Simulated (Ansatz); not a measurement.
C$_{3}$H$_{10}$AlNO (`C[O][AlH][N](C)C`). The species carries charge 0 and has multiplicity 1. The structure was optimised at the PBE0-D4/def2-TZVP level. It is one conformer, not always the lowest.

```xyz
16

C    -0.277   -1.379    2.882
O    -0.170   -0.607    1.726
Al   -0.003   -0.937    0.079
N     0.097    0.453   -1.006
C     0.241    0.327   -2.434
C     0.043    1.827   -0.568
H    -1.215   -1.154    3.403
H     0.547   -1.153    3.568
H    -0.257   -2.457    2.677
H     0.064   -2.410   -0.486
H    -0.598    0.793   -2.970
H     0.279   -0.725   -2.730
H     1.163    0.807   -2.794
H    -0.065    1.879    0.518
H    -0.805    2.361   -1.019
H     0.956    2.375   -0.844
```

(1) What is the dipole moment at PBE/def2-TZVPP? (An estimate is asked.)

(2) And with r2SCAN, B3LYP, ωB97M-V? (An estimate is asked.)

(3) Give the Mulliken charges with PBE, B3LYP, r2SCAN in def2-TZVPP. (An estimate is asked.)

Answers

(1) Computed: 0.09 D, with components (0.00, 0.06, -0.06) D in this frame, pointing from negative to positive charge.

(2) Computed: r2SCAN 0.05 D, B3LYP 0.07 D, ωB97M-V 0.09 D.

(3) Computed: 
```csv
atom,PBE,B3LYP,r2SCAN
C1,-0.13,-0.10,0.02
O2,-0.32,-0.39,-0.41
Al3,0.36,0.47,0.49
N4,-0.16,-0.23,-0.26
C5,-0.18,-0.18,-0.05
C6,-0.18,-0.17,-0.04
H7,0.09,0.09,0.05
H8,0.09,0.09,0.05
H9,0.08,0.08,0.04
H10,-0.12,-0.14,-0.15
H11,0.08,0.08,0.04
H12,0.09,0.09,0.05
H13,0.08,0.08,0.04
H14,0.09,0.10,0.05
H15,0.08,0.08,0.04
H16,0.08,0.08,0.04
```

B3LYP here is the variant with VWN-RPA as its local correlation; programs differ in this.
